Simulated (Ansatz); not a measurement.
A structure relaxed at B3LYP/def2-SVP in Ansatz, charge 0, singlet:

```xyz
6

Na   -1.469   -1.282    3.414
Na   -2.061   -0.231    0.229
Na    1.281   -0.454    1.587
Na    3.892    0.435   -0.429
Na   -2.421    0.852   -2.983
Na    0.778    0.680   -1.818
```

**Question.** Give its formula and point group.

**Answer.** Na6. Point group D3h (tolerance 0.1 Å).

**Question.** Summarise the bond lengths by kind (pairs closer than 1.2 times the sum of covalent radii, bridged metal pairs left out).

**Answer.** 9 × Na–Na 3.40 to 3.62 Å.

The restricted singlet is unstable towards broken spin symmetry in Hartree–Fock (as tested in another run); at B3LYP/def2-SVP this wasn't settled. The structure comes from a short search, and lower isomers may exist.
